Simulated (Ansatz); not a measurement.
Cost and result for the atomization energy of C2H6ClInO, SMILES `CC[O][InH][Cl]` (11 atoms, 10 bonds).

Cartesian coordinates in Å:
```
C 0.641 -0.987 -0.907
C 0.942 -0.146 0.314
O -0.133 -0.131 1.227
In -1.703 1.030 0.999
Cl -1.378 2.495 -0.788
H 0.357 -2.000 -0.613
H 1.515 -1.048 -1.562
H -0.178 -0.549 -1.486
H 1.804 -0.563 0.849
H 1.220 0.869 0.001
H -3.088 1.030 1.966
```

Total charge 0; spin multiplicity 1. Correlated methods include outer-core shells of In, which these sets cover unevenly. In takes the def2 core potential. All single points use the PBE0-D4/def2-TZVP geometry. It is one conformer, not always the lowest. Program: Ansatz. All runs use 4 threads of an Intel Xeon 6975P-C on a shared host. Times are those of one run each, without the atoms' runs, and a repeat can differ threefold. Electronic energies, without spin–orbit coupling; frozen cores. CCSD(T)/CBS adds CCSD(T) − MP2 in def2-TZVPP to the MP2 limit, and its time is that of the two runs behind it. T1 = 0.015. With those shells the extrapolation isn't a true limit.

CCSD(T)/CBS is a level of theory with its own doubt, some kJ/mol a heavy atom from the limit and from the frozen cores, so smaller differences don't rank the functionals.

```tsv
level	functions	wall time
LDA (SPW92)/def2-TZVPP	269	1.1 s
revPBE-D4/def2-TZVPP	269	1.6 s
BLYP-D4/def2-TZVPP	269	1.9 s
PBE-D4/def2-TZVPP (with forces)	269	2.1 s
BHLYP-D4/def2-TZVPP	269	3.1 s
r2SCANh-D4/def2-TZVPP	269	3.9 s
B2PLYP/def2-TZVPP	269	4.5 s
PBE-QIDH/def2-TZVPP	269	4.8 s
ωB97X-V/def2-TZVPP	269	5.5 s
CCSD(T)/def2-SVP	116	6 s
MP2/def2-QZVPP	503	18 s
CCSD(T)/def2-TZVPP	269	95 s
CCSD(T)/CBS(def2)	–	110 s
```

Task: What atomization energy does each give, and how far from CCSD(T)/CBS? (Estimate.)

Result: Computed: 
```csv
level,atomization (kJ/mol),difference from CCSD(T)/CBS,per bond
LDA (SPW92)/def2-TZVPP,4339.6,540.8,54.1
revPBE-D4/def2-TZVPP,3743.1,-55.7,-5.6
BLYP-D4/def2-TZVPP,3747.1,-51.7,-5.2
PBE-D4/def2-TZVPP (with forces),3843.5,44.7,4.5
BHLYP-D4/def2-TZVPP,3657.9,-140.9,-14.1
r2SCANh-D4/def2-TZVPP,3771.5,-27.3,-2.7
B2PLYP/def2-TZVPP,3727.2,-71.6,-7.2
PBE-QIDH/def2-TZVPP,3760.9,-37.9,-3.8
ωB97X-V/def2-TZVPP,3799.7,0.9,0.1
CCSD(T)/def2-SVP,3587.0,-211.8,-21.2
MP2/def2-QZVPP,3808.8,10.0,1.0
CCSD(T)/def2-TZVPP,3697.4,-101.4,-10.1
CCSD(T)/CBS(def2),3798.8,0.0,0.0
```

From PBE to PBE0 (25 % exact exchange), in def2-TZVPP and without D4, the atomization energy moves by −60.2 kJ/mol: exact exchange takes away binding that semilocal exchange gives to molecules. Leaving LDA and LC-ωPBE aside and taking each functional with its dispersion term where it has one, the values spread over 185.6 kJ/mol, from BHLYP-D4 to PBE-D4. LDA lies +519.6 kJ/mol from PBE without D4, its usual overbinding. At CCSD(T), def2-SVP lies −211.8 kJ/mol from the extrapolated value and def2-TZVPP −101.5 kJ/mol: correlation converges slowly with the basis, and small sets miss more of it in the bonded molecule than in its fragments.

Spin–orbit coupling would lower the free In atoms strongly, and the atomization energy with them, by more than many differences here.
